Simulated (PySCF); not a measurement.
## Correlation energy of Sm⁵⁰⁺ (samarium, charge +50)

Starting occupation: [Ne] 3s2. All numbers are calculated (PySCF 2.14, X2C-1e with screened-nucleus spin-orbit coupling, Gaussian nucleus, in an uncontracted even-tempered set (18 s from 13 bohr⁻², ratio 2.4; 14 p from 17 bohr⁻², ratio 2.4; 4 d from 56 bohr⁻², ratio 2.6; 4 f from 84 bohr⁻², ratio 2.6)). Frozen: 1s2; 10 electrons correlated; the 54 highest virtual spinors left out.

MP2 pair energies summed by pair of shells (mhartree):

| pair | energy | share (%) |
| --- | --- | --- |
| 3s1/2-3s1/2 | -108.41 | 22.7 |
| 2p1/2-2p3/2 | -101.65 | 21.3 |
| 2p3/2-2p3/2 | -96.59 | 20.2 |
| 2p3/2-3s1/2 | -43.04 | 9.0 |
| 2p3/2-2s1/2 | -42.30 | 8.8 |
| 2p1/2-2p1/2 | -23.88 | 5.0 |
| 2p1/2-2s1/2 | -22.08 | 4.6 |
| 2p1/2-3s1/2 | -19.21 | 4.0 |
| 2s1/2-2s1/2 | -11.40 | 2.4 |
| 2s1/2-3s1/2 | -9.52 | 2.0 |

Total MP2 correlation energy: -478.09 mhartree.

MP2 falls well short for the outer s pair, which is nearly degenerate with np².

At this charge the one-electron X2C treatment keeps the bare 1/r₁₂, with no two-electron picture change or Breit term. The effect here is smaller than on the frozen 1s shell.
